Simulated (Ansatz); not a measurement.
Consider the atomization: `CC[CH2][ZnH]` → 3 C• + 8 H• + Zn (atom).

Calculated with Ansatz (gas phase, PBE0-D4/def2-TZVP geometries, no zero-point term in ΔE). CCSD(T)/CBS adds triple-zeta CCSD(T) − MP2 to the extrapolated MP2 energy (def2 sets, frozen cores). This one scheme is used for every species, atoms too. DFT in def2-TZVPP. Open shells (•) are unrestricted, without spin–orbit coupling. Spin–orbit coupling would lower the free atoms: a little for C. Bonds to Zn are less sure, by a few kJ/mol each and by 10 to 20 or more in all where they break to atoms, as the def2 sets lack core-valence functions. Scalar relativity is left out up to krypton. One conformer a species, not always the lowest.

Question: What is ΔE at CCSD(T)/CBS? (Estimate.)

Answer: The calculation gave: +991.0 kcal/mol.

Question: What do these levels give: PBE0-D4, PBE, r2SCAN, CCSD/def2-TZVPP, MP2/CBS(def2), CCSD/CBS(def2)? (An estimate is asked.)

Answer: Ansatz gave: PBE0-D4 996.9, PBE 1000.1, r2SCAN 995.9, CCSD/def2-TZVPP 960.9, MP2/CBS(def2) 998.8, CCSD/CBS(def2) 980.0 kcal/mol.

Largest T1 diagnostic among the species: 0.017.

From PBE to PBE0 (25 % exact exchange), in def2-TZVPP and without D4, ΔE moves by −7.3 kcal/mol: exact exchange takes away binding that semilocal exchange gives to molecules. In def2-TZVPP, CCSD(T) changes the Hartree–Fock value by +223.6 kcal/mol (the triples alone add +11.0 kcal/mol) and MP2 by +231.4 kcal/mol; breaking electron pairs costs correlation energy, which Hartree–Fock lacks. The D4 term adds +8.0 kcal/mol with B3LYP and +4.2 kcal/mol with PBE0; it sums over pairs of atoms, weighted by their polarisabilities, and B3LYP, whose exchange is more repulsive, gets the larger term.

B3LYP here is the variant with VWN-RPA as its local correlation; programs differ in this.

For atomizations the MP2-based limit and the directly extrapolated one differ by several kJ/mol either way, and by 10 to 25 for some Ge, Se and Sn compounds, so smaller differences from it don't rank the levels.
